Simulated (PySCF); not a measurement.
## Working out the ionisation energy of Gd

Gd [Xe] 4f7 5d1 6s2 (9D) → Gd⁺ [Xe] 4f7 5d1 6s1 (10D). All numbers are calculated (PySCF 2.14, the spin-free X2C one-electron Hamiltonian (Gaussian nucleus), in x2c-TZVPPall (11s7p7d4f2g, 113 functions)). Frozen: [Ar] 3d10. Energies in hartree (1 hartree = 27.21139 eV):

```json
{"part": "UHF", "Gd (lower)": "-11266.767966", "Gd⁺ (upper)": "-11266.587052"}
{"part": "MP2 opposite-spin", "Gd (lower)": "-0.700899", "Gd⁺ (upper)": "-0.671078"}
{"part": "MP2 same-spin", "Gd (lower)": "-0.494888", "Gd⁺ (upper)": "-0.488062"}
```

Q: What does Hartree-Fock give?

A: (-11266.587052) − (-11266.767966) = 0.180914 hartree = 4.923 eV.

Q: What do MP2 and SCS-MP2 (6/5 opposite-spin, 1/3 same-spin) give?

A: The opposite-spin parts differ by 0.811 eV and the same-spin parts by 0.186 eV. MP2: 4.923 + (0.811) + (0.186) = 5.920 eV. SCS-MP2: 4.923 + 1.2 × (0.811) + (0.186)/3 = 5.958 eV.

Measured between the centres of the two terms (NIST): 6.163 eV, so MP2 (valence and next inner shell) is off by -0.243 eV.

What remains against the reference includes basis incompleteness, the frozen core and correlation beyond second order.
